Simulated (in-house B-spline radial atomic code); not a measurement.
**Ionising Hg⁵⁺ with different functionals**

Computed with a radial B-spline atomic code at the basis-set limit: scalar-relativistic (spin-free X2C) Hamiltonian, Fermi nucleus of rms radius 5.4648 fm, spin-polarised at highest spin, spherical fractional occupations for the functionals, the average over the highest-spin determinants for Hartree-Fock. The ionisation energy is the difference of two self-consistent energies, [Xe] 4f14 5d7 → [Xe] 4f14 5d6, without Breit or QED terms; ε is the level of the shell that loses the electron (its least bound occupied spin orbital). There is no spin-orbit coupling in this Hamiltonian.

Hybrids are left out here: with spherical fractional occupations of an open shell their exact exchange keeps a self-interaction that integer-occupation calculations don't have.

```json
{"method": "Hartree-Fock", "rung": "Hartree-Fock", "ΔSCF (eV)": "77.41", "-ε(5d) (eV)": "78.43"}
{"method": "LDA VWN5", "rung": "LDA", "ΔSCF (eV)": "79.72", "-ε(5d) (eV)": "71.85"}
{"method": "LDA PW92", "rung": "LDA", "ΔSCF (eV)": "79.71", "-ε(5d) (eV)": "71.85"}
{"method": "LDA exchange-only", "rung": "LDA", "ΔSCF (eV)": "77.60", "-ε(5d) (eV)": "69.83"}
{"method": "PBE", "rung": "GGA", "ΔSCF (eV)": "79.19", "-ε(5d) (eV)": "71.37"}
{"method": "PBEsol", "rung": "GGA", "ΔSCF (eV)": "79.25", "-ε(5d) (eV)": "71.43"}
{"method": "BLYP", "rung": "GGA", "ΔSCF (eV)": "79.13", "-ε(5d) (eV)": "71.28"}
{"method": "RPBE", "rung": "GGA", "ΔSCF (eV)": "79.08", "-ε(5d) (eV)": "71.27"}
{"method": "PW91", "rung": "GGA", "ΔSCF (eV)": "79.31", "-ε(5d) (eV)": "71.48"}
{"method": "BP86", "rung": "GGA", "ΔSCF (eV)": "79.35", "-ε(5d) (eV)": "71.52"}
{"method": "AM05", "rung": "GGA", "ΔSCF (eV)": "79.32", "-ε(5d) (eV)": "71.49"}
{"method": "OLYP", "rung": "GGA", "ΔSCF (eV)": "79.32", "-ε(5d) (eV)": "71.50"}
{"method": "TPSS", "rung": "meta-GGA", "ΔSCF (eV)": "79.07", "-ε(5d) (eV)": "71.26"}
{"method": "SCAN", "rung": "meta-GGA", "ΔSCF (eV)": "78.95", "-ε(5d) (eV)": "71.23"}
{"method": "r2SCAN", "rung": "meta-GGA", "ΔSCF (eV)": "78.96", "-ε(5d) (eV)": "71.27"}
{"method": "revTPSS", "rung": "meta-GGA", "ΔSCF (eV)": "79.06", "-ε(5d) (eV)": "71.26"}
```

(1) How do they compare with the NIST value?

## Answers

(1) NIST lists 76.6 eV ± 0.5 (measured, ground level to ground level). Errors run from +0.81 to +3.12 eV. The correlated functionals all miss on the same side by more than they spread, so the cause is common to them (spin-orbit coupling, Breit-QED terms, multiplet and fine-structure energies, or a listed next ion that isn't the cheapest removal here) and closeness doesn't rank the functionals. Hartree-Fock also lacks correlation.
